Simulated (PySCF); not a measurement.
Species: C7H9O (doublet state).
SMILES with atom numbers: `[CH2:1]=[CH:2][C:3]1([CH:4]=[CH2:5])[CH2:6][CH:7][O:8]1` (hydrogens: H9, H10 on C1; H11 on C2; H12 on C4; H13, H14 on C5; H15, H16 on C6; H17 on C7)

Cartesian coordinates in Å at the GFN2-xTB level; atoms count from 1:
```
atom  x, y, z in Å
C1    -1.6801   -1.7197    0.7691
C2    -1.0606   -0.9987   -0.1451
C3    -0.0643    0.0774    0.1669
C4     1.2523   -0.2281   -0.4829
C5     2.3826   -0.3973    0.1757
C6    -0.5765    1.5207   -0.0971
C7    -0.4739    1.6323    1.3850
O8     0.0526    0.3673    1.5751
H9    -1.4883   -1.5684    1.8178
H10   -2.3923   -2.4820    0.5041
H11   -1.2412   -1.1356   -1.2028
H12    1.2035   -0.2907   -1.5618
H13    3.3082   -0.6095   -0.3311
H14    2.4138   -0.3331    1.2501
H15   -1.5810    1.5864   -0.5178
H16    0.1007    2.1487   -0.6835
H17   -0.1624    2.4422    2.0181
```

The hyperfine couplings belong to this conformer and change with its torsions.

Level of theory: PySCF, UKS B3LYP, pcH-1 on C H O, non-relativistic, mean-field spin-orbit, GIAO. Isolated species at its GFN2-xTB geometry (one conformer only). Couplings are sensitive to structure, and on GFN2-xTB geometries they can be far from those on DFT ones. The SCF solution wasn't tested for stability.

Principal values of hyperfine tensors in MHz (contact and dipolar terms together), for some of the nuclei:

```json
{"atom": "C7", "isotope": "13C", "A1": "119.75", "A2": "121.05", "A3": "343.33"}
{"atom": "H15", "isotope": "1H", "A1": "70.07", "A2": "70.85", "A3": "85.21"}
{"atom": "O8", "isotope": "17O", "A1": "-97.40", "A2": "5.69", "A3": "8.61"}
{"atom": "C6", "isotope": "13C", "A1": "-21.40", "A2": "-19.06", "A3": "-14.28"}
{"atom": "H17", "isotope": "1H", "A1": "-46.53", "A2": "-14.84", "A3": "23.49"}
{"atom": "C4", "isotope": "13C", "A1": "9.51", "A2": "9.81", "A3": "11.87"}
{"atom": "C2", "isotope": "13C", "A1": "0.45", "A2": "0.56", "A3": "2.20"}
{"atom": "H11", "isotope": "1H", "A1": "-2.04", "A2": "-1.88", "A3": "1.79"}
```

Problem. Give the isotropic coupling of each nucleus in MHz and in mT (g = 2.0034), and the anisotropic part.

Solution. a_iso = (A1 + A2 + A3)/3, Ti = Ai − a_iso; 1 mT corresponds to 28.040 MHz.

```csv
atom,a_iso (MHz),a_iso (mT),T1,T2,T3
C7,194.71,6.944,-74.96,-73.66,148.62
H15,75.38,2.688,-5.31,-4.52,9.83
O8,-27.70,-0.988,-69.70,33.39,36.31
C6,-18.25,-0.651,-3.15,-0.81,3.96
H17,-12.63,-0.450,-33.90,-2.21,36.11
C4,10.40,0.371,-0.89,-0.59,1.48
C2,1.07,0.038,-0.62,-0.51,1.13
H11,-0.71,-0.025,-1.33,-1.17,2.50
```

Problem. What spin density at the nucleus of H17 lies behind its contact coupling (g_N = 5.58569)?

Solution. a_FC = 800.24 MHz bohr³ × g_N × ρ(0)/(2S). With a_FC = -12.63 MHz and 2S = 1, ρ(0) = -0.002825 bohr⁻³. In magnitude that is 0.9 % of the 1/π = 0.318 of a free hydrogen atom.

Problem. H16 (1H, g_N = 5.58569) isn't in the table. Its spin density at the nucleus is 0.01767 bohr⁻³. What is its contact coupling?

Solution. By the same relation, a_FC = 79.0 MHz. Its full tensor has the principal values 74.62, 76.24, 86.08 MHz.

Problem. Which nucleus of the table has the largest anisotropic coupling, and what is its form?

Solution. C7: -75.0, -73.7, 148.6 MHz, axial, in the ratio −1:−1:+2, the form that spin in one p orbital centred on that nucleus gives.

Problem. In a single crystal, with the field along each principal axis of the tensor of C7 in turn, what first-order splitting does this nucleus give (isotropic g, quadrupole terms neglected)?

Solution. 2 lines (I = 1/2), spaced by |A_i|/(g × 13.996): 4.27, 4.32, 12.24 mT along the axes of A1, A2 and A3.
